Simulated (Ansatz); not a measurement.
Total energies of C3H12BN, SMILES `C[NH2+][BH-](C)C`.

```xyz
17

C     0.603    1.325    1.507
N     0.817    0.116    0.702
B    -0.084    0.000   -0.678
C    -1.635   -0.068   -0.246
C     0.453   -1.329   -1.418
H    -0.429    1.339    1.850
H     0.767    2.192    0.869
H     1.275    1.362    2.366
H     0.634   -0.713    1.262
H     1.790    0.058    0.416
H     0.209    1.028   -1.275
H    -1.859   -0.916    0.417
H    -2.020    0.836    0.240
H    -2.253   -0.214   -1.138
H    -0.054   -1.455   -2.379
H     1.528   -1.310   -1.644
H     0.257   -2.250   -0.849
```

Total charge 0; spin multiplicity 1. Geometry: relaxed with PBE0-D4/def2-TZVP. It is one conformer, not always the lowest. Basis def2-TZVPP, Ansatz 0.2.0.

RPA on PBE orbitals: Hartree–Fock energy of these orbitals -199.76429 Eh, correlation -1.52169 Eh (frozen core).

```
             functional  energy without D4 (Eh)  D4 term (kJ/mol)
            LDA (SPW92)              -199.32694                 –
                   BLYP              -201.11650             -67.5
                 r2SCAN              -201.11226              -8.1
                 B97M-V              -201.24662                 –
                   PBE0              -200.98739             -25.6
                r2SCANh              -201.10632              -8.4
                r2SCAN0              -201.09833              -9.2
HSE06 (plane-wave form)              -200.97417             -23.5
              CAM-B3LYP              -201.12510             -25.4
                LC-ωPBE              -201.12428                 –
                ωB97X-V              -201.18589                 –
                ωB97M-V              -201.11691                 –
                 B2PLYP              -201.04595                 –
               PBE-QIDH              -200.96496                 –
```

Problem. Give the same for PBE, revPBE, B3LYP, BHLYP. (Best estimate.)

Solution. Ansatz gave: 
```csv
functional,energy without D4 (Eh),D4 term (kJ/mol)
PBE,-200.94555,-30.4
revPBE,-201.17204,-103.8
B3LYP,-201.25980,-48.0
BHLYP,-201.11349,-32.8
```

B3LYP takes the VWN-RPA correlation (the form of Gaussian; ORCA's B3LYP/G). HSE06 is the plane-wave form, built on full-range PBE exchange. The double hybrids freeze the cores in their second-order part.

LC-ωPBE has ω = 0.4 bohr⁻¹.
